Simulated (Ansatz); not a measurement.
Ansatz (a quantum-chemistry and plane-wave program) input (CCSD(T)/6-31G):

Ansatz 0.2 input:
```yaml
crystal:
  periodic: [false, false, false]
  atoms:
    - {symbol: C, position_ang: [-1.62472534, -0.99515816, 0.77073997]}
    - {symbol: Ge, position_ang: [-0.02986276, 0.02953083, 0.28514187]}
    - {symbol: C, position_ang: [1.60456209, -0.69790513, 1.07815641]}
    - {symbol: C, position_ang: [-0.23748463, 1.94784740, 0.61123143]}
    - {symbol: Cl, position_ang: [0.19829444, -0.19609037, -1.89339673]}
    - {symbol: H, position_ang: [-1.79874149, -0.92658067, 1.84582692]}
    - {symbol: H, position_ang: [-2.49459238, -0.60261474, 0.24578796]}
    - {symbol: H, position_ang: [-1.49259335, -2.04179728, 0.49977629]}
    - {symbol: H, position_ang: [1.71704850, -1.74635261, 0.80532255]}
    - {symbol: H, position_ang: [2.47165143, -0.14547642, 0.71855634]}
    - {symbol: H, position_ang: [1.55901180, -0.61750248, 2.16547284]}
    - {symbol: H, position_ang: [0.64081092, 2.48418051, 0.25447193]}
    - {symbol: H, position_ang: [-1.11579104, 2.32248686, 0.08724980]}
    - {symbol: H, position_ang: [-0.35631428, 2.13350203, 1.67997289]}
basis:
  gaussian:
    orbitals: 6-31G
magnetization: {spin_polarized: false}
correlation: {method: ccsd_t, electrons: outside_noble_gas}
```

Output:

```
Functional definition: HF
integrals: 0.11 GiB planned
1060 factors; integrals over basis functions are off by at most 2.1e-4 eV
1.25 GiB of device memory are held for the factors and their scratch space
mean field: 0.50 GiB planned
mean field evaluation 1: about -72199.3190 eV, gradient 2.9e1 eV
mean field evaluation 2: about -72199.4022 eV, gradient 3.0e1 eV
mean field evaluation 4: about -72201.8081 eV, gradient 2.8e0 eV
mean field evaluation 8: about -72201.8291 eV, gradient 5.1e-5 eV
mean field evaluation 16: about -72201.7287 eV, gradient 1.2e-1 eV
mean field -72201.82908077 eV, -2653.3682785609 hartree, gradient 9.7e-6 eV, S^2 0.000000; 0 other end points of the search recorded, 0 dependent functions left out
22 core orbitals not correlated
reference -72201.82908077 eV, -2653.3682785609 hartree; 16, 16 occupied and 49, 49 virtual orbitals, 1060 factors
second order -10.02104784 eV of doubles, -0.00000000 eV of singles
coupled cluster: 0.66 GiB planned
cycle   1  -11.01779318 eV  change    -1.0e0 eV  update   8.3e-2
cycle   2  -11.45216889 eV  change   -4.3e-1 eV  update   2.8e-2
cycle   3  -11.52448653 eV  change   -7.2e-2 eV  update   8.3e-3
cycle   4  -11.52819303 eV  change   -3.7e-3 eV  update   2.1e-3
cycle   5  -11.52872879 eV  change   -5.4e-4 eV  update   5.2e-4
cycle   6  -11.52888690 eV  change   -1.6e-4 eV  update   1.4e-4
cycle   7  -11.52891693 eV  change   -3.0e-5 eV  update   3.5e-5
cycle   8  -11.52893533 eV  change   -1.8e-5 eV  update   9.8e-6
perturbative correction -0.25190849 eV, -0.0092574664 hartree
Total energy: -72213.60992460 eV, -2653.8012165861 hartree
```
